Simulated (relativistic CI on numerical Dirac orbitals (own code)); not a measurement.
# Cl²⁺: q coefficients

These numbers are calculated, not measured: Dirac-Coulomb-Breit CI, orbitals from a KLI potential per configuration, valence Slater integrals scaled by 0.85, P86 correlation energy added to each configuration, derivatives by finite differences, QED left out (own radial code, finite nucleus).

CI space (outside the closed core [Ne]): 3s²3p³, 3s3p⁴, 3s²3p²3d, 3p⁵, 3s3p³3d, 3s²3p²4s, 3s²3p²4p, 3s²3p3d², 3s²3d³, 3s3p3d³, 3s²3d²4s, 3s²3d²4p. Double excitations out of closed p, d and f shells are left out; levels of such configurations are missing from the list, as are those of other unlisted configurations, and high levels can miss mixing partners.

With x = (α/α₀)² − 1 an excitation energy changes as ω = ω₀ + qx; K = 2q/ω₀ is the relative enhancement. Terms are leading LS components, so labels can repeat.

Lowest level 3s²3p³ ⁴S°3/2.

```tsv
Level	ω₀ (cm⁻¹)	q (cm⁻¹)	K
3s²3p³ ²D°3/2	18534.1	-105.3	-0.0114
3s²3p³ ²D°5/2	18606.7	38.27	0.00411
3s²3p³ ²P°1/2	28628.1	69.18	0.00483
3s²3p³ ²P°3/2	28726.2	260.1	0.0181
3s3p⁴ ⁴P5/2	108120.5	1032	0.0191
3s3p⁴ ⁴P3/2	108730.0	1652	0.0304
3s3p⁴ ⁴P1/2	109074.5	1987	0.0364
3s3p⁴ ²D3/2	133570.0	1191	0.0178
3s3p⁴ ²D5/2	133613.1	1257	0.0188
3s²3p²3d ²P3/2	149601.7	422.1	0.00564
3s²3p²3d ²P1/2	150303.9	1089	0.0145
3s²3p²3d ⁴F3/2	157883.8	-383.1	-0.00485
3s3p⁴ ²S1/2	157935.9	1317	0.0167
3s²3p²3d ⁴F5/2	158112.6	-156.8	-0.00198
3s²3p²3d ⁴F7/2	158439.2	173	0.00218
3s²3p²3d ⁴F9/2	158867.7	612.5	0.00771
3s²3p²3d ⁴D1/2	163981.2	11.83	0.000144
3s²3p²3d ⁴D3/2	164047.2	74.64	0.00091
3s²3p²3d ⁴D5/2	164123.0	97.71	0.00119
3s²3p²3d ⁴D7/2	164221.3	158.1	0.00193
3s²3p²3d ²F5/2	165535.4	-74.08	-0.000895
3s²3p²3d ²F7/2	166284.6	731.8	0.0088
3s²3p²3d ²G7/2	180451.5	214.1	0.00237
```

For a near-neutral ion this model can misplace configurations by up to about 10,000 cm⁻¹ (more where the count of f electrons changes) and terms by 10 to 25 % of their spread. Rates follow the energies as ν³ (E1, M1) or ν⁵ (E2), so they and the lifetimes can be off by large factors. The fine structure of a lone outer electron comes out too small, for d and f at times inverted, and misplaced configurations move strength between like terms.
